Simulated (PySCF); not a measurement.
A calculated (BP86, PySCF 2.14, x2c-TZVPPall with one added diffuse shell each of s, p, d, f type, the spin-free X2C one-electron Hamiltonian (Gaussian nucleus)) atom or ion has these occupied shells.

```
shell  electrons  orbital energy (eV)  rms radius, mean of both spins (bohr)
 1s α          1             -51748.7                                 0.0245
 1s β          1             -51748.7                                 0.0245
 2s α          1              -8596.3                                 0.0990
 2s β          1              -8596.2                                 0.0990
 2p α          3              -7656.4                                 0.0890
 2p β          3              -7656.3                                 0.0890
 3s α          1              -1925.0                                  0.256
 3s β          1              -1922.7                                  0.256
 3p α          3              -1633.8                                  0.256
 3p β          3              -1631.5                                  0.256
 3d α          5              -1246.7                                  0.235
 3d β          5              -1244.9                                  0.235
 4s α          1              -400.05                                  0.575
 4s β          1              -394.69                                  0.575
 4p α          3              -303.69                                  0.610
 4p β          3              -298.38                                  0.610
 4d α          5              -169.57                                  0.670
 4d β          5              -164.35                                  0.670
 5s α          1              -66.283                                   1.39
 5s β          1              -63.398                                   1.39
 5p α          3              -42.768                                   1.63
 5p β          3              -40.470                                   1.63
 4f α          7              -24.801                                  0.948
 4f β          1              -20.289                                  0.948
 5d α          1              -16.156                                   2.54
```

Task: Name the element and its charge.

Result: Tb²⁺ (terbium, charge +2), in [Xe] 4f8 5d1, one real determinant (an excited configuration).
